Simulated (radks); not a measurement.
Neutral rhenium, [Xe] 4f14 5d5 6s2. All-electron calculation, non-relativistic Kohn-Sham, exchange-only PBE, spin-polarised, spherical densities, point nucleus. Program: a radial shooting solver on a logarithmic mesh with Libxc functionals. Every spin shell is full or empty, so the densities are truly spherical. Functionals are evaluated on that one density, not self-consistently. Rank these exchange functionals by their error against the exact value of the orbitals, and give that value: LDA, RPBE, AM05, B86b, EV93, APBE, TPSS, revTPSS, SCAN.

Answer. Exact: -309.859 hartree. From best to worst, with 100 (|E| - |E exact|)/|E exact| (equal figures are ties): RPBE -0.11, B86b +0.12, SCAN +0.15, TPSS -0.31, APBE +0.37, EV93 -0.38, revTPSS -0.80, AM05 -3.60, LDA -3.81.
